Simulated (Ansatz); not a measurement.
Input and output for `[OH][Zr]([OH])([F])[F]`.

```yaml
crystal:
  periodic: [false, false, false]
  atoms:
    - {symbol: O, position_ang: [-1.375925, -0.933941, -0.452914]}
    - {symbol: Zr, position_ang: [0.354147, -0.348986, -0.022759]}
    - {symbol: O, position_ang: [0.423037, 1.648390, 0.664593]}
    - {symbol: F, position_ang: [1.271073, -1.570536, 1.147682]}
    - {symbol: F, position_ang: [1.528086, -0.069842, -1.593216]}
    - {symbol: H, position_ang: [-2.134257, -1.148885, -0.797772]}
    - {symbol: H, position_ang: [-0.034192, 2.267903, 1.097106]}
basis:
  gaussian: {orbitals: def2-mTZVPP, fitting: {mean_field: cc-pVTZ-jkfit}, final_grid: {core_spheres: 20, valence_spheres: 16, degree: 47}}
total_charge: 1
magnetization: {spin_polarized: true, initial_magnetization: 1}
hamiltonian: {xc: {name: PBE0-DH}}
accuracy: high
scf: {lower_state_search: off}
output: {forces: true}
```

```sh
$ ansatz run in.yaml --threads 4 --pin off --events-out ev --progress --plain --max-ram 10444MiB
```

It prints (some lines left out):

```
Functional definition: PBE0-DH
  name "PBE0-DH"
  cite "Brémond & Adamo, J. Chem. Phys. 135, 024106 (2011) doi:10.1063/1.3604569"
  cite "Perdew, Burke & Ernzerhof, Phys. Rev. Lett. 77, 3865 (1996) doi:10.1103/PhysRevLett.77.3865"
  parameter a = 1/2
  parameter c = 1/8
  exchange = (1 - a)*pbe_x + a*exact_x
  correlation = (1 - c)*pbe_c + c*(mp2_os + mp2_ss)
these checks for a lower state are left out or cut short: starts, cluster_reference, orbital_swaps, neighbouring_geometries, increment
Error: <dir> the basis set cc-pVTZ-JKFIT has no functions for Zr
```
